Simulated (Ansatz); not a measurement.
Gas-phase reaction in SMILES: B(N)(O)N [diaminoborinic acid] → NB(N)[O] + H atom (the H-O bond breaks)

Quantity: bond dissociation energy (electronic), in kcal/mol. Terms: valence correlation only; six Cartesian d functions in 6-31G* and its kin unless marked 5d; 6-311+G** with 5d; open shells spin-unrestricted; LANL2DZ all-electron up to Ne; non-relativistic; no spin-orbit coupling. Ab initio and DFT rows: single points at B3LYP-D3(BJ) geometries (Ansatz, a program for electronic structure).

| level | program | bond dissociation energy (electronic) (kcal/mol) |
|---|---|---|
| MP2/STO-3G | Ansatz | 100.2 |
| MP2/3-21G | Ansatz | 101.9 |
| MP2/LANL2DZ | Ansatz | 108.0 |
| MP2/6-31G* | Ansatz | 110.1 |
| MP2/6-311+G** | Ansatz | 120.7 |

No value to compare with is used here. The 5 habitual levels span 100.2 (MP2/STO-3G) to 120.7 kcal/mol (MP2/6-311+G**).

The sets are all those run for this method; left out are runs that failed, that the program found above a lower state of the same kind, or whose <S^2> lies over 0.5 above the pure value.
